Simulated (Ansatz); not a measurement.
Consider the hydrogenolysis of the Si–C bond: `C=C[SiH2][SiH](O)O` + H₂ → `O[SiH](O)[SiH3]` + ethylene.

Isolated molecules relaxed with PBE0-D4/def2-TZVP in Ansatz; ΔE leaves out vibrations. CCSD(T)/CBS is the MP2 limit (def2-TZVPP, def2-QZVPP) plus CCSD(T) − MP2 in def2-TZVPP, frozen cores. This one scheme is used for every species. DFT in def2-TZVPP. One conformer a species, not always the lowest.

```json
{"species": "`C=C[SiH2][SiH](O)O`", "r2SCAN energy (Eh)": "-810.47655"}
{"species": "H₂", "r2SCAN energy (Eh)": "-1.17128"}
{"species": "`O[SiH](O)[SiH3]`", "r2SCAN energy (Eh)": "-733.09368"}
{"species": "`C=C`", "r2SCAN energy (Eh)": "-78.56246"}
```

Work out ΔE.

ΔE = (-733.09368) + (-78.56246) − (-810.47655) − (-1.17128) = -0.00831 Eh = -0.23 eV. CCSD(T)/CBS gives -0.22 eV.

Largest T1 diagnostic among the species: 0.013.

In def2-TZVPP, CCSD(T) changes the Hartree–Fock value by +0.28 eV (the triples alone add +0.06 eV) and MP2 by +0.35 eV. From PBE to PBE0 (25 % exact exchange), in def2-TZVPP and without D4, ΔE moves by −0.03 eV.
